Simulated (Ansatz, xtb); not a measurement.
# Relative energy of two structures of ClGeH2Si

Structure I: a doublet given by its coordinates. Structure II: a doublet given by its coordinates. Both are isolated molecules in the gas phase, relaxed with B3LYP-D3(BJ)/def2-SVP.

I (Å):

```xyz
5

Cl   -0.7894    1.2594   -1.7455
Ge   -1.4252   -1.9326   -0.8950
Si   -2.2693    0.2829   -0.5586
H    -0.1915   -2.3649   -1.7298
H    -2.0708   -3.2006   -0.2724
```

Close contacts (Å): Cl1–Si3 2.13, Ge2–Si3 2.39, Ge2–H4 1.55, Ge2–H5 1.55.

II (Å):

```xyz
5

Cl   -0.7244    1.1552   -0.9619
Ge   -1.5421   -2.3538   -2.4742
Si   -1.2774   -0.8309   -0.6880
H    -1.4347   -0.9766    0.7946
H    -1.9071   -3.3603   -1.2713
```

Close contacts (Å): Cl1–Si3 2.08, Ge2–Si3 2.36, Ge2–H5 1.61, Si3–H4 1.50.

Energies in hartree; the thermal terms are from B3LYP-D3(BJ)/def2-SVP harmonic frequencies (ideal gas, rigid rotor, one conformer each, 298.15 K, 1 atm) and include the zero-point energy:

```
                               I            II
E, CCSD(T)/def2-SVP  −2824.914848  −2824.920709
    E, MP2/def2-SVP  −2824.867317  −2824.873529
  E, MP2/def2-TZVPP  −2825.492789  −2825.500831
  zero-point energy      0.015167      0.015632
       H(298 K) − E      0.021903      0.021985
       G(298 K) − E     −0.016482     −0.015325
```

Correct the CCSD(T) difference for the basis set by the MP2 change, then work out ΔE, ΔE₀, ΔH and ΔG for I → II in kJ/mol (1 Eh = 2625.50 kJ/mol) and the equilibrium ratio [II]/[I].

1. Differences II − I: CCSD(T) −0.005861, MP2 in the small set −0.006212, MP2 in the large set −0.008042 Eh.
2. ΔE = −0.005861 + (−0.008042 − (−0.006212)) = −0.007691 Eh = −20.19 kJ/mol.
3. ΔE₀ = ΔE + ΔZPE = −0.007691 + (+0.000465) Eh = −18.97 kJ/mol.
4. ΔH = ΔE + (+0.000082) Eh = −19.98 kJ/mol.
5. ΔG = ΔE + (+0.001157) Eh = −17.16 kJ/mol, so ΔS = (ΔH − ΔG)/T = −9.5 J/(mol K).
6. kT = 0.9442 mEh, so K = [II]/[I] = exp(−ΔG/kT) = exp(+6.92) ≈ 1.0 × 10^3.

Structure II is favoured at this temperature. An error of 4 kJ/mol in ΔG would change K by a factor of 5. Mirror images and further conformers aren't counted.

Other levels gave ΔE = −55.4 (GFN2-xTB); −8.8 (HF/STO-3G, GFN2-xTB geometries); −46.3 (r2SCAN-D4/def2-SVP, GFN2-xTB geometries); −27.8 (B3LYP-D3(BJ)/def2-SVP); −16.9 (HF/def2-SVP); −16.3 (MP2/def2-SVP); −15.4 (CCSD(T)/def2-SVP) kJ/mol. Open shells are spin-unrestricted. The correlated steps freeze 19 core orbitals; the filled d shell of Ge is correlated, in a basis made for valence electrons. Programs: Ansatz 0.2.0, xtb 6.7.1.
